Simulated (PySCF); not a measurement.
GeOF2, SMILES [O]=[Ge]([F])[F].

Geometry: B3LYP-D3(BJ)/def2-SVP.

Computed with TDDFT-LC-ωPBE/def2-SVPD (PySCF 2.14.0).

Vertical excitations.  State labels are in the subgroup C2v.

| state | symmetry | energy (eV) | λ (nm) | f | main pairs |
|---|---|---|---|---|---|
| S1 | B2 | 4.83 | 257 | 0.022 | HOMO→LUMO 95 % |
| S2 | B1 | 5.11 | 242 | 0.026 | HOMO−1→LUMO 95 % |
| S3 | A2 | 5.95 | 208 | 0.000 | HOMO→LUMO+1 98 % |
| S4 | A1 | 6.64 | 187 | 0.001 | HOMO−1→LUMO+1 62 %, HOMO−2→LUMO 35 % |
| S5 | A1 | 8.17 | 152 | 0.228 | HOMO−2→LUMO 48 %, HOMO−1→LUMO+1 23 %, HOMO→LUMO+3 18 % |
| S6 | B1 | 8.30 | 149 | 0.019 | HOMO−2→LUMO+1 97 % |
| S7 | B2 | 8.40 | 148 | 0.031 | HOMO−3→LUMO 92 % |
| S8 | A2 | 8.59 | 144 | 0.000 | HOMO−4→LUMO 94 % |
| S9 | A1 | 9.22 | 135 | 0.003 | HOMO−5→LUMO 90 % |
| S10 | B1 | 9.49 | 131 | 0.089 | HOMO−6→LUMO 92 % |
| T1 | B2 | 4.15 | 299 | 0 | HOMO→LUMO 93 % |
| T2 | B1 | 4.31 | 288 | 0 | HOMO−1→LUMO 92 % |
| T3 | A1 | 5.25 | 236 | 0 | HOMO−1→LUMO+1 85 % |
| T4 | A2 | 5.59 | 222 | 0 | HOMO→LUMO+1 97 % |
Triplets are in the Tamm–Dancoff approximation, which puts them higher than full response would, so one can lie above its singlet here.
